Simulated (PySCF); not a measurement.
Ionisation energy of Te³³⁺ by level of theory

Te³³⁺ [Ar] 3d1 [3d3/2^1, M_J = 3/2] → Te³⁴⁺ [Ar], as a difference of total energies. All numbers are calculated (PySCF 2.14, the two-component X2C-1e Hamiltonian, in an even-tempered Gaussian basis (16 s from 5.9 bohr⁻², ratio 2.8; 12 p from 7.6 bohr⁻², ratio 2.8; 8 d from 7.6 bohr⁻², ratio 2.8; 3 f from 23 bohr⁻², ratio 3)). Correlated levels: [Ne] frozen; the 74 highest virtual spinors dropped. "Screened" scales the spin-orbit matrix elements by Boettger's factors to mimic the two-electron term; Breit and QED terms are absent.

```
                    method  ionisation energy (eV)
           GHF (spin-free)                  2057.9
          GMP2 (spin-free)                  2057.6
 GHF (screened spin-orbit)                  2066.2
GMP2 (screened spin-orbit)                  2065.9
```

Breit and QED terms and the two-electron picture change are absent.

The spin-free rows lack the spin-orbit shift.

For comparison: 2066 ± 5 eV (theoretical estimate listed by NIST; NIST Atomic Spectra Database, ionization energies).
